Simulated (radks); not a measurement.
Values are calculated unless marked as measured or tabulated.
Q: These are the eigenvalues of the occupied orbitals of an atom or ion with whole-number occupations (eV). Code: a radial shooting solver on a logarithmic mesh with Libxc functionals. Model: non-relativistic Kohn-Sham, PBEsol, spin-polarised, spherical densities, point nucleus.

orbital  eigenvalue
1s up     -2393.334
1s down   -2393.066
2s up     -209.9184
2s down   -209.6530
2p up     -156.3032
2p down   -155.9380
3s up      -17.8145
3s down    -15.9680
3p up       -7.6585
3p down     -5.9780

Which element is it, and in what charge state? The configuration may be excited. Open shells, if any, are filled with parallel spins first.

A: Z = 16, sulfur, charge 0: S in [Ne] 3s2 3p4. The list shows which subshells hold electrons but not how many an open one holds; the 1s level, -87.953 hartree, gives Z - s = 13.3 by -(Z - s)^2/2, which with screening narrows Z to a few neighbours, and the depths of the outer levels then fix element, charge and occupations together.
